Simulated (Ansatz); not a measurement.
# Abstraction of Cl: MgCl2 + InHCl → MgCl + InHCl2

Species: MgCl2 `[Cl][Mg][Cl]`, singlet; InHCl `[Cl][InH]`, doublet; MgCl, doublet; InHCl2 `[Cl][InH][Cl]`, singlet. A radical takes Cl: the energy is the difference in strength between the Mg–Cl bond broken and the In–Cl bond made.

Shapes, held fixed at every level: PBE0-D4/def2-TZVP. Programs: Ansatz 0.2.0. The zero-point and thermal change to 298 K, harmonic and unscaled (PBE0-D4/def2-TZVP), is +2.5 kJ/mol.

| level | kind | ΔH(298 K) (kJ/mol) | less CCSD(T)/def2-TZVPP |
| --- | --- | --- | --- |
| SPW92/def2-TZVPP | LDA | +61.2 | -7.5 |
| BHLYP-D4/def2-TZVPP | global hybrid | +76.8 | +8.1 |
| PBE0-D4/def2-TZVPP | global hybrid | +68.9 | +0.2 |
| B2PLYP/def2-TZVPP | double hybrid | +78.6 | +9.9 |
| CCSD(T)/def2-SVP | coupled cluster or CI | +77.6 | +8.9 |
| CCSD/def2-SVP | coupled cluster or CI | +78.5 | +9.8 |
| CCSD/def2-TZVPP | coupled cluster or CI | +71.4 | +2.7 |
| CCSD(T)/def2-TZVPP | coupled cluster or CI | +68.7 | 0.0 |

The highest level, CCSD(T)/def2-TZVPP, gives ΔH(298 K) = +68.7 kJ/mol; the levels span +61.2 to +78.6. The column of differences is taken from that level and isn't an error. No measured value is set beside it here. Open shells run unrestricted unless RO is named. For atoms past krypton def2 sets carry core potentials with scalar relativity. Correlated rows may include outer-core shells of In, Mg, which these sets cover unevenly.
